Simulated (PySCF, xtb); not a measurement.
I₂, SMILES II (connectivity only; charge and spin as stated), charge -1, multiplicity 2.

Harmonic wavenumbers (cm⁻¹) from GFN2-xTB run with xtb at its own minimum, in rising order: 90.

Task: What does PySCF with PBE-D3(BJ)/def2-TZVPD give at its own minimum? (An estimate is asked for; the answer gives what the named calculation found.)

Result: 92. Paired by order, the mean absolute difference is 2 cm⁻¹ and the zero-point energies are 0.1 and 0.1 kcal/mol.
